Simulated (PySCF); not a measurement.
## How methods differ on the excitation energy of Si²⁺

Si²⁺ [Ne] 3s2 (1S) → Si²⁺ [Ne] 3s1 3p1 (3P), as a difference of total energies. Calculation: PySCF 2.14, in aug-cc-pwCVTZ (8s7p5d3f, 75 functions); the non-relativistic Hamiltonian (point nucleus). Correlated levels: valence: [Ne] frozen. The calculations carry no spin-orbit coupling.

```csv
method,excitation energy (cm⁻¹)
UHF,42600
MP2 (valence),49076
SCS-MP2 (valence),50908
CCSD (valence),51426
```

A first-order spin-orbit estimate (lowest level to lowest level, LS coupling) adds -0.027 eV.

With two correlated electrons CCSD is exact in that space.
